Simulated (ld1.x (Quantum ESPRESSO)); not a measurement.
# Which change was made? (C, TM)

```
Element                 : carbon
Generator               : ld1.x (Quantum ESPRESSO) 7.5
Type                    : norm-conserving Troullier–Martins (Kleinman–Bylander form)
Functional              : LDA (PZ)
Relativity              : scalar-relativistic
Frozen core             : [He]
Valence charge          : 4
Reference configuration : 2s2 2p2
Partial waves           : 2p (bound): rc 2.45 bohr; 3d channel at 0.2 Ry: rc 2.65 bohr; 2s (bound): rc 1.20 bohr
Local potential         : the s channel
Core correction         : none
```

Cutoffs, loose and tight: the cutoffs (Ry, on a coarse ladder) from which the occupation-weighted sum of valence levels, in a spherical-Bessel basis at the reference potential, stays within 10 and 1 mRy of its value at 400 Ry. They do not see the model core or the augmentation charge, which bear on the density cutoff. Test errors are all-electron minus pseudo excitation energies from the reference, over the configurations 2s2 2p1; 2s2 2p0; 2s1 2p0; 2s0 2p4; 2s1 2p3; 2s1 2p2; 2s2 2p1.5 (two spin-polarised tests are not counted in the largest error); variants that change the core or the reference have their own tests.

The base gives: outcome: generated; cutoff, loose: 35 Ry; cutoff, tight: 90 Ry; bound ghosts: none; largest test error (meV): +1275.

Task: After one change the result is: outcome: generated; cutoff, loose: 35 Ry; cutoff, tight: 90 Ry; bound ghosts: none; largest test error (meV): +2290. Which change was it?
A. wave 2p (bound): rc 2.45 bohr becomes 2p (bound): rc 3.02 bohr
B. all radii scaled by about 0.92 (s 1.10, p 2.26, d 2.44 bohr)
C. wave 2s (bound): rc 1.20 bohr becomes 2s (bound): rc 1.62 bohr

Result: A. The others give: wave 2s (bound): rc 1.20 bohr becomes 2s (bound): rc 1.62 bohr → outcome: generated; cutoff, loose: 25 Ry; cutoff, tight: 50 Ry; bound ghosts: none; largest test error (meV): +1294 | all radii scaled by about 0.92 (s 1.10, p 2.26, d 2.44 bohr) → outcome: generated; cutoff, loose: 35 Ry; cutoff, tight: 90 Ry; bound ghosts: none; largest test error (meV): +953.
